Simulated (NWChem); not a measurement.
Species: BH$_{3}$SO; SMILES OBS

```xyz
6

B     -0.5678    -0.6033     0.0000
H     -1.7505    -0.7428     0.0000
O      0.1984    -1.7213     0.0000
H      1.1537    -1.5593     0.0000
S      0.0285     1.1230     0.0000
H      1.3631     0.8936     0.0000
```
Atoms are numbered in this order, from 1.

All runs: NWChem. The geometry was optimised at B3LYP/6-31G* (spherical d). Level: PBE0/aug-cc-pVDZ; rows give the wavelength of the field.

For field 589 nm:

```
Item                              Result
--------------------------------  ------
isotropic polarisability (bohr³)    42.6
```

Q: Estimate the same quantities for field static.

A: The isotropic polarisability (bohr³) comes out as 41.3.
